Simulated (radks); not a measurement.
Results of a calculation; reference values are marked as such.
Excited configurations of Mg XI: one electron is placed in a higher orbital outside 1s1. The ground configuration is [He]. Code: a radial shooting solver on a logarithmic mesh with Libxc functionals. Model: Dirac Kohn-Sham, PBE, spin-unpolarised, spherical densities, finite nucleus; open shells are shared between the two j in proportion to 2j + 1; Fermi nuclear charge, rms radius 3.057 fm. Excitation = E - E(ground); binding = E(ion) - E, where the ion is the core of charge +11; n* = 11/sqrt(2 binding) in atomic units. These energies are relativistic, and a one-electron ion of charge +11 with no core already has n* below n in this formula (Dirac formula, point nucleus, mean over j: 2s 1.998, 3s 2.998, 4s 3.997, 4p 3.998, 6p 5.998, 6d 5.999, 6f 5.999, 7s 6.997, 7p 6.998, 7d 6.999, 7f 6.999). The quantum defect is therefore taken as that value minus n*, so that it holds no relativistic shift of the bare ion. Eigenvalue and <r> are those of j = l + 1/2.

outer orbital  excitation (eV)  binding (eV)     n*  quantum defect  eigenvalue (eV)  <r> (bohr)
2s                      1350.5        426.93  1.964           0.034          -407.94      0.5254
3s                      1588.8        188.59  2.955           0.043          -180.66       1.190
4s                      1671.7        105.75  3.946           0.052          -101.57       2.124
4p                      1672.9        104.49  3.969           0.029          -100.11       2.060
6p                      1730.9        46.551  5.947           0.051          -44.793       4.749
6d                      1731.2        46.242  5.967           0.032          -44.421       4.598
6f                      1731.4        46.026  5.981           0.019          -44.102       4.346
7s                      1743.0        34.452  6.913           0.084          -33.220       6.545
7p                      1743.2        34.233  6.935           0.063          -32.985       6.498
7d                      1743.4        34.048  6.954           0.045          -32.771       6.350
7f                      1743.5        33.920  6.967           0.033          -32.591       6.101

The Delta-SCF ionisation energy is 1777.4 eV (NIST Atomic Spectra Database: 1761.8 eV, theoretical). Self-interaction in the functional shifts the binding energies and quantum defects, so they are the method's values and not measured ones. Spin polarisation and multiplet splitting are left out, so open shells lie too high by an amount that depends on their filling.

Beside tabulated values, note that spin-unpolarised runs miss the spin-polarisation part of the exchange energy of open shells.
